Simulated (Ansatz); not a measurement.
F4Te, SMILES F[Te-](F)(F)F, charge -1, multiplicity 2.

Coordinates come from a B3LYP-D3(BJ)/def2-SVPD optimisation. The def2 effective core potentials stand for the cores of Te; spin–orbit coupling is left out.

Two levels are set side by side: PBE/def2-SVPD (Ansatz, an electronic-structure program) and PBE0/def2-SVPD (Ansatz). Energy differences of separate SCF runs at the same geometry; the states with an electron removed or added have multiplicity 1. Differences are taken from unrounded values.

```csv
quantity,PBE0
vertical ionisation energy (eV),3.19
```

Q: What does PBE give, and how far is it from PBE0? (The exact figures need the calculation; the answer reports its results.)

A: 
```json
[
 {"quantity": "vertical ionisation energy (eV)", "PBE": "2.82", "PBE minus PBE0": "-0.37"}
]
```
